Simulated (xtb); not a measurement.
xtb input (GFN2-xTB):

```bash
xtb mol.xyz --gfn 2 --sp --chrg 1 --uhf 0
```
mol.xyz:
```
16

Si     0.01791913     0.05816997    -0.17974360
C      1.84861681     0.24977677    -0.26944181
C     -0.69961421    -1.34289581    -1.13954807
C     -0.99112965     1.59893598    -0.11591891
O     -0.15035117    -0.50101857     1.62187271
H      2.11471398     0.59233956    -1.27373063
H      2.37590250    -0.69319574    -0.10927226
H      2.21989617     0.99162864     0.43907298
H     -0.64384661    -1.10416864    -2.20593680
H     -1.75132893    -1.51212435    -0.90160093
H     -0.14926907    -2.27326055    -0.98821180
H     -2.03734045     1.40352925     0.12931732
H     -0.98164141     2.06341328    -1.10633488
H     -0.58814504     2.32572473     0.59088184
H      0.44122621    -1.15879397     2.01951306
H     -0.99546353    -0.47622487     2.09718365
```

Output:

```
           -------------------------------------------------
          |                Calculation Setup                |
           -------------------------------------------------

           -------------------------------------------------
          |                 G F N 2 - x T B                 |
           -------------------------------------------------

        Reference                      10.1021/acs.jctc.8b01176
      * Hamiltonian:
        H0-scaling (s, p, d)           1.850000    2.230000    2.230000
        zeta-weighting                 0.500000
      * Dispersion:
        s8                             2.700000
        a1                             0.520000
        a2                             5.000000
        s9                             5.000000
      * Repulsion:
        kExp                           1.500000    1.000000
        rExp                           1.000000
      * Coulomb:
        alpha                          2.000000
        third order                    shell-resolved
        anisotropic                    true
        a3                             3.000000
        a5                             4.000000
        cn-shift                       1.200000
        cn-exp                         4.000000
        max-rad                        5.000000

          ...................................................
          :                      SETUP                      :
          :.................................................:
          :  # basis functions                  37          :
          :  # atomic orbitals                  36          :
          :  # shells                           22          :
          :  # electrons                        32          :
          :  max. iterations                   250          :
          :  Hamiltonian                  GFN2-xTB          :
          :  restarted?                      false          :
          :  GBSA solvation                  false          :
          :  PC potential                    false          :
          :  electronic temp.          300.0000000     K    :
          :  accuracy                    1.0000000          :
          :  -> integral cutoff          0.2500000E+02      :
          :  -> integral neglect         0.1000000E-07      :
          :  -> SCF convergence          0.1000000E-05 Eh   :
          :  -> wf. convergence          0.1000000E-03 e    :
          :  Broyden damping             0.4000000          :
          :  net charge                          1          :
          :  unpaired electrons                  0          :
          ...................................................

 iter      E             dE          RMSdq      gap      omega  full diag
   1    -17.5128497 -0.175128E+02  0.382E+00    7.18       0.0  T
   2    -17.6101940 -0.973442E-01  0.432E+00    5.46       1.0  T
   3    -17.6340259 -0.238319E-01  0.342E+00    5.75       1.0  T
   4    -17.5977149  0.363109E-01  0.270E+00    5.21       1.0  T
   5    -17.6378543 -0.401394E-01  0.560E-01    6.06       1.0  T
   6    -17.6399823 -0.212799E-02  0.204E-01    5.95       1.0  T
   7    -17.6400456 -0.633492E-04  0.657E-02    5.96       1.0  T
   8    -17.6400725 -0.269134E-04  0.255E-02    5.95       1.0  T
   9    -17.6400761 -0.355885E-05  0.119E-02    5.94       2.1  T
  10    -17.6400771 -0.102448E-05  0.304E-03    5.94       8.2  T
  11    -17.6400772 -0.839591E-07  0.103E-03    5.94      24.3  T
  12    -17.6400772 -0.359864E-08  0.263E-04    5.94      95.1  T
  13    -17.6400772  0.807532E-11  0.148E-04    5.94     168.4  T

   *** convergence criteria satisfied after 13 iterations ***

         #    Occupation            Energy/Eh            Energy/eV
      -------------------------------------------------------------
         1        2.0000           -0.9633238             -26.2134
       ...           ...                  ...                  ...
        10        2.0000           -0.6268557             -17.0576
        11        2.0000           -0.6223545             -16.9351
        12        2.0000           -0.6163331             -16.7713
        13        2.0000           -0.6162065             -16.7678
        14        2.0000           -0.6151931             -16.7403
        15        2.0000           -0.5757990             -15.6683
        16        2.0000           -0.5739293             -15.6174 (HOMO)
        17                         -0.3556299              -9.6772 (LUMO)
        18                         -0.2878664              -7.8332
        19                         -0.2840775              -7.7301
        20                         -0.2113838              -5.7520
        21                         -0.1859462              -5.0599
       ...                                ...                  ...
        36                          0.4080966              11.1049
      -------------------------------------------------------------
                  HL-Gap            0.2182995 Eh            5.9402 eV
             Fermi-level           -0.4647796 Eh          -12.6473 eV

 SCC (total)                   0 d,  0 h,  0 min,  0.006 sec
 SCC setup                      ...        0 min,  0.000 sec (  1.282%)
 Dispersion                     ...        0 min,  0.000 sec (  0.895%)
 classical contributions        ...        0 min,  0.000 sec (  0.349%)
 integral evaluation            ...        0 min,  0.001 sec ( 13.935%)
 iterations                     ...        0 min,  0.003 sec ( 51.715%)
 molecular gradient             ...        0 min,  0.002 sec ( 30.862%)
 printout                       ...        0 min,  0.000 sec (  0.861%)

         :::::::::::::::::::::::::::::::::::::::::::::::::::::
         ::                     SUMMARY                     ::
         :::::::::::::::::::::::::::::::::::::::::::::::::::::
         :: total energy             -17.404806623921 Eh    ::
         :: gradient norm              0.036562600251 Eh/a0 ::
         :: HOMO-LUMO gap              5.940231210870 eV    ::
         ::.................................................::
         :: SCC energy               -17.640032875791 Eh    ::
         :: -> isotropic ES            0.115741896899 Eh    ::
         :: -> anisotropic ES         -0.004812880423 Eh    ::
         :: -> anisotropic XC          0.004176572218 Eh    ::
         :: -> dispersion             -0.007639352474 Eh    ::
         :: repulsion energy           0.235226251870 Eh    ::
         :: add. restraining           0.000000000000 Eh    ::
         :: total charge               1.000000000000 e     ::
         :::::::::::::::::::::::::::::::::::::::::::::::::::::

           -------------------------------------------------
          |                Property Printout                |
           -------------------------------------------------

    * Orbital Energies and Occupations

         #    Occupation            Energy/Eh            Energy/eV
      -------------------------------------------------------------
         1        2.0000           -0.9633238             -26.2134
       ...           ...                  ...                  ...
         4        2.0000           -0.7613697             -20.7179
         5        2.0000           -0.7292642             -19.8443
         6        2.0000           -0.7271078             -19.7856
         7        2.0000           -0.7156888             -19.4749
         8        2.0000           -0.6715018             -18.2725
         9        2.0000           -0.6278557             -17.0848
        10        2.0000           -0.6268557             -17.0576
        11        2.0000           -0.6223545             -16.9351
        12        2.0000           -0.6163331             -16.7713
        13        2.0000           -0.6162065             -16.7678
        14        2.0000           -0.6151931             -16.7403
        15        2.0000           -0.5757990             -15.6683
        16        2.0000           -0.5739293             -15.6174 (HOMO)
        17                         -0.3556299              -9.6772 (LUMO)
        18                         -0.2878664              -7.8332
        19                         -0.2840775              -7.7301
        20                         -0.2113838              -5.7520
        21                         -0.1859462              -5.0599
        22                         -0.1807299              -4.9179
        23                         -0.0387319              -1.0539
        24                          0.0149252               0.4061
        25                          0.0286686               0.7801
        26                          0.0364764               0.9926
        27                          0.0452809               1.2322
       ...                                ...                  ...
        36                          0.4080966              11.1049
      -------------------------------------------------------------
                  HL-Gap            0.2182995 Eh            5.9402 eV
             Fermi-level           -0.4647796 Eh          -12.6473 eV

     #   Z          covCN         q      C6AA      α(0)
     1  14 Si       3.373     0.581   107.455    20.554
     2   6 C        3.654    -0.228    25.425     7.240
     3   6 C        3.654    -0.230    25.468     7.246
     4   6 C        3.654    -0.228    25.425     7.240
     5   8 O        2.336    -0.411    21.006     6.190
     6   1 H        0.924     0.086     1.918     2.166
     7   1 H        0.924     0.086     1.915     2.164
     8   1 H        0.924     0.092     1.859     2.132
     9   1 H        0.924     0.085     1.926     2.170
    10   1 H        0.924     0.087     1.911     2.162
    11   1 H        0.924     0.087     1.911     2.162
    12   1 H        0.924     0.086     1.915     2.164
    13   1 H        0.924     0.086     1.918     2.166
    14   1 H        0.924     0.092     1.859     2.132
    15   1 H        0.804     0.365     0.555     1.170
    16   1 H        0.804     0.365     0.555     1.170

 Mol. C6AA /au·bohr⁶  :       1899.758272
 Mol. C8AA /au·bohr⁸  :      55350.794940
 Mol. α(0) /au        :         70.227341

Wiberg/Mayer (AO) data.
largest (>0.10) Wiberg bond orders for each atom

 ---------------------------------------------------------------------------
     #   Z sym  total        # sym  WBO       # sym  WBO       # sym  WBO
 ---------------------------------------------------------------------------
     1  14 Si   3.624 --     4 C    0.970     2 C    0.970     3 C    0.967
                             5 O    0.489
     2   6 C    3.986 --     1 Si   0.970     6 H    0.968     8 H    0.962
                             7 H    0.962
     3   6 C    3.986 --     9 H    0.969     1 Si   0.967    11 H    0.963
                            10 H    0.963
     4   6 C    3.986 --     1 Si   0.970    13 H    0.968    14 H    0.962
                            12 H    0.962
     5   8 O    2.271 --    16 H    0.851    15 H    0.851     1 Si   0.489
     6   1 H    0.993 --     2 C    0.968
     7   1 H    0.993 --     2 C    0.962
     8   1 H    0.992 --     2 C    0.962
     9   1 H    0.993 --     3 C    0.969
    10   1 H    0.992 --     3 C    0.963
    11   1 H    0.992 --     3 C    0.963
    12   1 H    0.993 --     4 C    0.962
    13   1 H    0.993 --     4 C    0.968
    14   1 H    0.992 --     4 C    0.962
    15   1 H    0.867 --     5 O    0.851
    16   1 H    0.867 --     5 O    0.851
 ---------------------------------------------------------------------------

Topologies differ in total number of bonds
Writing topology from bond orders to xtbtopo.mol

molecular dipole:
                 x           y           z       tot (Debye)
 q only:       -0.203      -0.562       1.174
   full:       -0.266      -0.724       1.434       4.139
Note: The following floating-point exceptions are signalling: IEEE_UNDERFLOW_FLAG IEEE_DENORMAL
normal termination of xtb
molecular quadrupole (traceless):
                xx          xy          yy          xz          yz          zz
 q only:       -2.084      -0.337      -2.101      -1.549      -3.947       4.186
  q+dip:       -2.065      -0.499      -2.264      -1.826      -4.533       4.330
   full:       -2.994      -0.468      -2.996      -2.214      -5.643       5.990

           -------------------------------------------------
          | TOTAL ENERGY              -17.404806623921 Eh   |
          | GRADIENT NORM               0.036562600251 Eh/α |
          | HOMO-LUMO GAP               5.940231210870 eV   |
           -------------------------------------------------

------------------------------------------------------------------------
------------------------------------------------------------------------
 total:
 SCF:
```

It need not be the lowest isomer of its formula.
